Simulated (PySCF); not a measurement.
`O=Cc1ccc(Cl)cc1`, C7H5ClO

Cartesian coordinates in Å; atom numbers follow the order of the lines, from 1:
```xyz
14

O     2.9417    0.2519   -0.1941
C     2.0914   -0.5688    0.0418
C     0.6400   -0.2875    0.0520
C     0.1765    1.0047   -0.2279
C    -1.1831    1.2789   -0.2203
C    -2.0840    0.2490    0.0708
Cl   -3.7781    0.5847    0.0825
C    -1.6413   -1.0443    0.3522
C    -0.2752   -1.3043    0.3405
H     2.3599   -1.6313    0.2754
H     0.9108    1.7821   -0.4503
H    -1.5609    2.2792   -0.4363
H    -2.3665   -1.8276    0.5760
H     0.0881   -2.3125    0.5589
```

Theory: PySCF 2.14.0, quadratic response CAM-B3LYP/aug-cc-pVDZ first hyperpolarisability, Taylor convention, gas phase. Geometry: PBE0-D3(BJ)/def2-SVP.

Question: Give the tensor of the static β(0;0,0) in the axes of these coordinates.

Answer: In au, Taylor convention; rows are the first index (the induced dipole):
```csv
,xx,yy,zz,xy,xz,yz
x,-625.6,-0.7,+14.6,+133.4,+3.3,-3.0
y,+133.4,+64.1,+12.5,-0.7,-3.0,-9.8
z,+3.3,-9.8,-10.2,-3.0,+14.6,+12.5
```
Norm of βᵢ = ⅓ Σⱼ (βᵢⱼⱼ + βⱼᵢⱼ + βⱼⱼᵢ): 647.0 au, hyper-Rayleigh value 273.5 au.
